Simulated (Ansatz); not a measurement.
The cluster Ru₄⁻. Total charge -1; doublet. Geometry PBE0-D4/def2-SVPD; atoms count from 1.

```xyz
4

Ru    2.154    0.473    0.853
Ru    0.135    0.745   -0.777
Ru   -0.117   -0.778    0.833
Ru   -2.173   -0.440   -0.909
```

In the def2 sets Ru takes a core potential; there is no spin–orbit coupling. The charge -1 doublet is spin-contaminated (final ⟨S²⟩ up to 5.12, 0.75 for a pure state). No other spin state of charge -1 was run. The geometry of the doublet was relaxed on an unsound state (⟨S²⟩ 5.11, where a pure state has 0.75). Another isomer (quartet) lies 1.15 eV lower at PBE0-D4/def2-TZVPD; other spin states weren't run for this one.

Question: Estimate the Mulliken populations from the PBE0/def2-TZVPD orbitals of Ansatz.

Answer: 
```
atom  charge (e)  spin (α − β)  d electrons
 Ru1        0.01          2.89         7.04
 Ru2       -0.45         -2.37         7.05
 Ru3       -0.47         -2.52         7.00
 Ru4       -0.09          3.00         6.87
```
Mulliken values and Mayer orders depend strongly on the basis. With diffuse functions, as here, like atoms can get unlike values, and bond orders can come out too low or too high.

Question: Where does the spin sit?

Answer: Summed by element: Ru 1.00, of 1 unpaired in all. Largest on single atoms: Ru4 3.00, Ru1 2.89, Ru3 -2.52.

Question: And the Mayer bond orders between bonded heavy atoms (over 0.3)?

Answer: Ru1–Ru2 0.96 (2.61 Å); Ru1–Ru3 0.93 (2.59 Å); Ru2–Ru3 2.10 (2.23 Å); Ru2–Ru4 0.97 (2.60 Å); Ru3–Ru4 0.78 (2.72 Å). Values over 0.3 also appear between atoms too far apart for a bond (Ru1–Ru4 0.44 at 4.76 Å); they arise where an orbital or an unpaired electron spreads over both atoms.
